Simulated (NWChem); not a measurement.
System: HSeSCl; SMILES S[Se]Cl

```xyz
4

Se     0.6768    -0.0157     0.0143
Cl    -0.6365     1.7980     0.0214
S     -0.6946    -1.7156     0.0587
H     -0.9129    -1.8458    -1.2888
```
Atoms are numbered in this order, from 1.

Program: NWChem. Pople sets run with spherical d functions. All runs use the structure optimised with PBE-D3(BJ)/def2-SVP. Vzz is the largest principal value of the second derivative of the potential at the nucleus (NWChem prints the opposite sign); η is the asymmetry. Non-relativistic.

**Question.** Predict the results for CAM-B3LYP/6-31G*. Quantities: Vzz Se1 (a.u.); η Se1; Vzz Cl2 (a.u.); η Cl2; Vzz S3 (a.u.); η S3.

**Answer.** 
```yaml
Vzz Se1 (a.u.): -8.176
"η Se1": 0.41
Vzz Cl2 (a.u.): 3.701
"η Cl2": 0.14
Vzz S3 (a.u.): -2.498
"η S3": 0.69
```
